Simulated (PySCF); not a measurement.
C3H2O, SMILES O=c1cc1.

Coordinates come from a B3LYP-D3(BJ)/def2-SVP optimisation.

Two levels are set side by side: TDDFT-PBE/def2-SVPD (PySCF) and ADC(2)/aug-cc-pVDZ (PySCF). Vertical, same geometry; the bases differ. Differences are taken from unrounded values.

| quantity | ADC(2) |
|---|---|
| lowest singlet excitation (eV) | 3.87 |

What does TDDFT-PBE give, and how far is it from ADC(2)? (The exact figures need the calculation; the answer reports its results.)


```json
[
 {"quantity": "lowest singlet excitation (eV)", "TDDFT-PBE": "3.42", "TDDFT-PBE minus ADC(2)": "-0.45"}
]
```

A lower first singlet is the usual sign of a functional without exact exchange. Differences between two approximate levels are no errors against the true value.

Rough cost on one machine, each run with all the roots and properties that it gave: ADC(2) against TDDFT-PBE about 10 times.
